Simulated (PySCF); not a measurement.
Precursor series Hf Cl-NH2. All species are isolated molecules in the gas phase. One relaxed conformer stands for each flexible species; it need not be the lowest.

The charge on the central atom (Mulliken) from two functionals at the same geometries (PBE-D3(BJ)/def2-SVP), both in PySCF: PBE-D3(BJ)/def2-TZVP and TPSSh-D3(BJ)/def2-TZVP. 

| species | PBE-D3(BJ)/def2-TZVP (e) | TPSSh-D3(BJ)/def2-TZVP (e) |
|---|---|---|
| 0 of 4 Cl replaced by NH2 ([Hf(Cl)4]) | 1.09 | 1.27 |
| 1 of 4 Cl replaced by NH2 | 1.12 | 1.30 |
| 2 of 4 Cl replaced by NH2 | 1.13 | 1.33 |
| 3 of 4 Cl replaced by NH2 ([Hf(Cl)(NH2)3]) | 1.16 | 1.37 |
| 4 of 4 Cl replaced by NH2 ([Hf(NH2)4]) | 1.21 | 1.42 |

Over these rows, drawn at random from the members with no instability flagged (it was tested for open shells, ions and some series alone), PBE minus TPSSh-D3(BJ): mean -0.20 e, from -0.22 e to -0.18 e.
